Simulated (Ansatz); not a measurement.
Reactions of F₂H₄O₂Si₂ (`O[SiH2][Si](O)(F)F`).

Computed with Ansatz on PBE0-D4/def2-TZVP structures; ΔE is electronic, products minus reactants. CCSD(T)/CBS adds triple-zeta CCSD(T) − MP2 to the extrapolated MP2 energy (def2 sets, frozen cores). This one scheme is used for every species, atoms too. DFT in def2-TZVPP. B3LYP here is the variant with VWN-RPA as its local correlation; programs differ in this. Open shells (•) are unrestricted, without spin–orbit coupling. Spin–orbit coupling would lower the free atoms: a little for F, O, Si. One conformer a species, not always the lowest.

| reaction | HF/CBS(def2) (kJ/mol) | MP2/CBS(def2) (kJ/mol) | PBE-D4 (kJ/mol) | B3LYP-D4 (kJ/mol) | CCSD(T)/CBS(def2) (kJ/mol) |
| --- | --- | --- | --- | --- | --- |
| `O[SiH2][Si](O)(F)F` + `O[SiH](F)N[SiH3]` → `O[SiH2]N[SiH](O)F` + `O[Si](F)(F)[SiH3]` | -31 | -33 | -33 | -31 | -34 |
| `O[SiH2][Si](O)(F)F` → 2 F• + 4 H• + 2 O• + 2 Si• | 2844 | 4058 | 3933 | 3875 | 3936 |
| `O[SiH2][Si](O)(F)F` + `B[SiH](O)[SiH3]` → `O[SiH2][SiH](O)F` + `B[Si](O)(F)[SiH3]` | 21 | 20 | 22 | 20 | 20 |
| `O[SiH2][Si](O)(F)F` → H• + `O[SiH][Si](O)(F)F`• | 315 | 389 | 365 | 385 | 397 |
| `O[SiH2][Si](O)(F)F` + `C[SiH](N)O` → `C[SiH](O)N[SiH2]O` + `O[SiH](F)F` | -112 | -111 | -80 | -96 | -103 |

Largest T1 diagnostic: 0.014, for `O[SiH][Si](O)(F)F`•.
